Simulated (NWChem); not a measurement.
Everything below was run with NWChem. System: H$_{4}$P$_{2}$, charge 1, spin multiplicity 2, at the geometry of a parent with another charge or spin, in a state set for the comparison that need not be this species' ground state. Its SCF solution wasn't tested for a lower state. Level: UB3LYP/def2-SVP, VWN1-RPA local correlation.

NWChem printed:

```
             Northwest Computational Chemistry Package (NWChem) 7.3.0
             --------------------------------------------------------

                                NWChem Input Module
                                -------------------

 Scaling coordinates for geometry "geometry" by  1.889725989
 (inverse scale =  0.529177249)

 Turning off AUTOSYM since
 SYMMETRY directive was detected!

                             Geometry "geometry" -> ""
                             -------------------------

 Output coordinates in angstroms (scale by  1.889725989 to convert to a.u.)

  No.       Tag          Charge          X              Y              Z
 ---- ---------------- ---------- -------------- -------------- --------------
    1 P                   15.0000     1.00855700     0.52169300     0.00000000
    2 P                   15.0000    -1.00855700    -0.52169300     0.00000000
    3 H                    1.0000     1.54085000    -0.31632700     1.03127200
    4 H                    1.0000     1.54085000    -0.31632700    -1.03127200
    5 H                    1.0000    -1.54085000     0.31632700     1.03127200
    6 H                    1.0000    -1.54085000     0.31632700    -1.03127200

 Effective nuclear repulsion energy (a.u.)      87.2530053904

            Nuclear Dipole moment (a.u.)
            ----------------------------
        X                 Y               Z
 ---------------- ---------------- ----------------
     0.0000000000     0.0000000000     0.0000000000

      Symmetry information
      --------------------

 Group name             C2h
 Group number             21
 Group order               4
 No. of unique centers     2

      Symmetry unique atoms

     1    3


 Summary of "ao basis" -> "" (spherical)
 ------------------------------------------------------------------------------
       Tag                 Description            Shells   Functions and Types
 ---------------- ------------------------------  ------  ---------------------
 *                          def2-svp                  on all atoms

                                 NWChem DFT Module
                                 -----------------

 Summary of "ao basis" -> "ao basis" (spherical)
 ------------------------------------------------------------------------------
       Tag                 Description            Shells   Functions and Types
 ---------------- ------------------------------  ------  ---------------------
 P                          def2-svp                 8       18   4s3p1d
 H                          def2-svp                 3        5   2s1p

 Summary of "ao basis" -> "ao basis" (spherical)
 ------------------------------------------------------------------------------
       Tag                 Description            Shells   Functions and Types
 ---------------- ------------------------------  ------  ---------------------
 P                          def2-svp                 8       18   4s3p1d
 H                          def2-svp                 3        5   2s1p

      Symmetry analysis of basis
      --------------------------

        ag         18
        au         10
        bg         10
        bu         18

            General Information
            -------------------
          SCF calculation type: DFT
          Wavefunction type:  spin polarized.
          No. of atoms     :     6
          No. of electrons :    33
           Alpha electrons :    17
            Beta electrons :    16
          Charge           :     1
          Spin multiplicity:     2
          Use of symmetry is: on ; symmetry adaption is: on
          Maximum number of iterations: 100
          AO basis - number of functions:    56
                     number of shells:    28
          Convergence on energy requested:  1.00D-06
          Convergence on density requested:  1.00D-05
          Convergence on gradient requested:  5.00D-04

              XC Information
              --------------
                         B3LYP Method XC Potential
                     Hartree-Fock (Exact) Exchange  0.200
                        Slater Exchange Functional  0.800 local
                    Becke 1988 Exchange Functional  0.720 non-local
[...]
    38     -0.544703  3 H  s                 43      0.544703  4 H  s
    48      0.544703  5 H  s                 53     -0.544703  6 H  s
    10      0.214786  1 P  pz                28     -0.214786  2 P  pz
    37     -0.168605  3 H  s                 42      0.168605  4 H  s

 Vector   20  Occ=0.000000D+00  E=-1.938843D-01  Symmetry=au
              MO Center=  4.5D-13,  9.4D-14, -6.5D-15, r^2= 4.1D+00
   Bfn.  Coefficient  Atom+Function         Bfn.  Coefficient  Atom+Function
  ----- ------------  ---------------      ----- ------------  ---------------
    13      0.670028  1 P  pz                31      0.670028  2 P  pz
    38     -0.527790  3 H  s                 43      0.527790  4 H  s
    48     -0.527790  5 H  s                 53      0.527790  6 H  s
    37     -0.245776  3 H  s                 42      0.245776  4 H  s
    47     -0.245776  5 H  s                 52      0.245776  6 H  s

                     DFT Final Beta Molecular Orbital Analysis
                     -----------------------------------------

 Vector   14  Occ=1.000000D+00  E=-5.971682D-01  Symmetry=bg
              MO Center=  3.6D-14,  3.3D-15, -2.2D-15, r^2= 3.5D+00
   Bfn.  Coefficient  Atom+Function         Bfn.  Coefficient  Atom+Function
  ----- ------------  ---------------      ----- ------------  ---------------
    10      0.249617  1 P  pz                28     -0.249617  2 P  pz
    37      0.244411  3 H  s                 42     -0.244411  4 H  s
    47     -0.244411  5 H  s                 52      0.244411  6 H  s
    13      0.192559  1 P  pz                31     -0.192559  2 P  pz
     7     -0.135960  1 P  pz                25      0.135960  2 P  pz

 Vector   15  Occ=1.000000D+00  E=-5.820229D-01  Symmetry=ag
              MO Center= -8.4D-16,  4.9D-17,  5.0D-15, r^2= 2.8D+00
   Bfn.  Coefficient  Atom+Function         Bfn.  Coefficient  Atom+Function
  ----- ------------  ---------------      ----- ------------  ---------------
     8      0.313692  1 P  px                26     -0.313692  2 P  px
    11      0.271340  1 P  px                29     -0.271340  2 P  px
     5     -0.168503  1 P  px                23      0.168503  2 P  px
    37      0.161653  3 H  s                 42      0.161653  4 H  s
    47      0.161653  5 H  s                 52      0.161653  6 H  s

 Vector   16  Occ=1.000000D+00  E=-5.510662D-01  Symmetry=bu
              MO Center=  2.0D-15,  1.4D-15, -1.7D-16, r^2= 2.9D+00
   Bfn.  Coefficient  Atom+Function         Bfn.  Coefficient  Atom+Function
  ----- ------------  ---------------      ----- ------------  ---------------
     3      0.302282  1 P  s                 21     -0.302282  2 P  s
    12      0.274214  1 P  py                30      0.274214  2 P  py
     9      0.237540  1 P  py                27      0.237540  2 P  py
     2      0.179796  1 P  s                 20     -0.179796  2 P  s
     4      0.176379  1 P  s                 22     -0.176379  2 P  s

 Vector   17  Occ=0.000000D+00  E=-4.225207D-01  Symmetry=ag
              MO Center=  1.3D-16, -3.4D-16,  2.0D-16, r^2= 3.7D+00
   Bfn.  Coefficient  Atom+Function         Bfn.  Coefficient  Atom+Function
  ----- ------------  ---------------      ----- ------------  ---------------
    12      0.344360  1 P  py                30     -0.344360  2 P  py
     9      0.288940  1 P  py                27     -0.288940  2 P  py
     3      0.232630  1 P  s                 21      0.232630  2 P  s
     4      0.216662  1 P  s                 22      0.216662  2 P  s
     6     -0.158541  1 P  py                24      0.158541  2 P  py

 Vector   18  Occ=0.000000D+00  E=-2.339949D-01  Symmetry=bu
              MO Center= -1.9D-14, -9.7D-15, -1.9D-16, r^2= 3.9D+00
   Bfn.  Coefficient  Atom+Function         Bfn.  Coefficient  Atom+Function
  ----- ------------  ---------------      ----- ------------  ---------------
    11      0.772279  1 P  px                29      0.772279  2 P  px
     8      0.314448  1 P  px                26      0.314448  2 P  px
    12      0.294306  1 P  py                30      0.294306  2 P  py
     4     -0.279577  1 P  s                 22      0.279577  2 P  s
     3     -0.181399  1 P  s                 21      0.181399  2 P  s

 Vector   19  Occ=0.000000D+00  E=-1.909869D-01  Symmetry=bg
              MO Center= -6.0D-13, -1.6D-13, -1.5D-14, r^2= 4.4D+00
   Bfn.  Coefficient  Atom+Function         Bfn.  Coefficient  Atom+Function
  ----- ------------  ---------------      ----- ------------  ---------------
    13      0.790623  1 P  pz                31     -0.790623  2 P  pz
    38     -0.562123  3 H  s                 43      0.562123  4 H  s
    48      0.562123  5 H  s                 53     -0.562123  6 H  s
    10      0.215213  1 P  pz                28     -0.215213  2 P  pz
    37     -0.162347  3 H  s                 42      0.162347  4 H  s

   alpha - beta orbital overlaps
   -----------------------------

   alpha      1      2      3      4      5      6      7      8      9     10
    beta      1      2      3      4      5      6      7      8     10      9
 overlap   1.000  1.000  1.000  1.000  0.803  0.790  1.000  1.000  0.803  0.790

   alpha     11     12     13     14     15     16     17     18     19     20
    beta     11     12     13     14     16     15     17     18     19     20
 overlap   0.999  0.998  1.000  1.000  0.994  0.997  0.996  0.996  1.000  0.999

   alpha     21     22     23     24     25     26     27     28     29     30
    beta     21     22     23     24     25     26     27     28     29     30
 overlap   0.999  1.000  1.000  0.997  0.984  0.984  1.000  0.998  0.999  0.997

   alpha     31     32     33     34     35     36     37     38     39     40
    beta     31     32     33     34     35     36     37     38     39     40
 overlap   0.998  0.994  1.000  0.992  0.989  1.000  0.999  0.999  0.995  1.000

   alpha     41     42     43     44     45     46     47     48     49     50
    beta     41     42     43     44     45     46     47     48     49     50
 overlap   0.999  0.999  1.000  1.000  0.999  1.000  0.999  1.000  1.000  0.999

   alpha     51     52     53     54     55     56
    beta     51     52     53     54     55     56
 overlap   0.999  1.000  1.000  1.000  1.000  1.000

     --------------------------
     Expectation value of S2:
     --------------------------
      <S2> =      0.7600 (Exact =     0.7500)

 center of mass
 --------------
 x =   0.00000000 y =   0.00000000 z =   0.00000000

 moments of inertia (a.u.)
 ------------------
          76.958643694678        -109.378926250804           0.000000000000
        -109.378926250804         274.510533792873           0.000000000000
           0.000000000000           0.000000000000         320.848186718289

     Multipole analysis of the density
     ---------------------------------

     L   x y z        total         alpha         beta         nuclear
     -   - - -        -----         -----         ----         -------
     0   0 0 0      1.000000    -17.000000    -16.000000     34.000000

     1   1 0 0     -0.000000     -0.000000      0.000000      0.000000
     1   0 1 0     -0.000000     -0.000000     -0.000000      0.000000
     1   0 0 1      0.000000      0.000000      0.000000      0.000000

     2   2 0 0    -11.917054    -80.804971    -73.999263    142.887181
     2   1 1 0      1.402388    -26.150812    -21.852703     49.405903
     2   1 0 1     -0.000000     -0.000000     -0.000000      0.000000
     2   0 2 0    -17.981406    -26.950592    -21.617546     30.586732
     2   0 1 1     -0.000000      0.000000     -0.000000      0.000000
     2   0 0 2    -17.084938    -16.740225    -15.536334     15.191621

 Task  times  cpu:        0.5s     wall:        0.5s

 Total times  cpu:        0.5s     wall:        0.5s
```

### Question
Write an NWChem input that would produce this output.

### Answer
Several could match; the one computed here: 
```
start mol
memory heap 200 mb stack 900 mb global 1100 mb
charge 1
geometry units angstroms nocenter noautoz
  P      1.008557     0.521693     0.000000
  P     -1.008557    -0.521693     0.000000
  H      1.540850    -0.316327     1.031272
  H      1.540850    -0.316327    -1.031272
  H     -1.540850     0.316327     1.031272
  H     -1.540850     0.316327    -1.031272
  symmetry group C2h
end
basis spherical
  * library def2-svp
end
dft
  xc b3lyp
  odft
  mult 2
  semidirect memsize 60000000 filesize 0
  iterations 100
end
task dft energy
```
